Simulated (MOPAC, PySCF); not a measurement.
[Nb(=O)(H)3], neutral singlet in the gas phase. 

Cartesian coordinates (Å):
```xyz
5

Nb     0.0502    -0.0867    -0.0539
O     -0.7495     1.1629     0.7582
H      1.4971     0.7455    -0.6745
H     -1.1568    -0.5609    -1.2741
H      0.3296    -1.2563     1.2593
```
Charge 0, multiplicity 1.

All levels are single points at this geometry (TPSS-D3(BJ)/def2-SVP); Pople sets use spherical d functions. Orbital energies aren't observables, and empty levels follow the basis.

M06-2X/6-31G* (LANL2DZ on Nb) in PySCF gives HOMO (eV) = -10.59.

Estimate the HOMO (eV) from each of these levels: B3LYP-D3(BJ)/def2-TZVP in PySCF; PBE-D3(BJ)/def2-TZVP in PySCF; TPSSh-D3(BJ)/def2-TZVP in PySCF; B3LYP/6-311+G** (LANL2DZ on Nb) in PySCF; B3LYP/6-31G* (LANL2DZ on Nb) in PySCF; B3LYP/LANL2DZ in PySCF; BP86/6-31G* (LANL2DZ on Nb) in PySCF; PBE/6-31G* (LANL2DZ on Nb) in PySCF; SVWN5/6-31G* (LANL2DZ on Nb) in PySCF; HF/6-31G* (LANL2DZ on Nb) in PySCF; PM6 in MOPAC; PM7 in MOPAC.


```tsv
level	HOMO (eV)
B3LYP-D3(BJ)/def2-TZVP in PySCF	-8.99
PBE-D3(BJ)/def2-TZVP in PySCF	-7.78
TPSSh-D3(BJ)/def2-TZVP in PySCF	-8.56
B3LYP/6-311+G** (LANL2DZ on Nb) in PySCF	-9.05
B3LYP/6-31G* (LANL2DZ on Nb) in PySCF	-9.17
B3LYP/LANL2DZ in PySCF	-9.22
BP86/6-31G* (LANL2DZ on Nb) in PySCF	-8.10
PBE/6-31G* (LANL2DZ on Nb) in PySCF	-7.97
SVWN5/6-31G* (LANL2DZ on Nb) in PySCF	-8.02
HF/6-31G* (LANL2DZ on Nb) in PySCF	-12.81
PM6 in MOPAC	-10.73
PM7 in MOPAC	-10.88
```
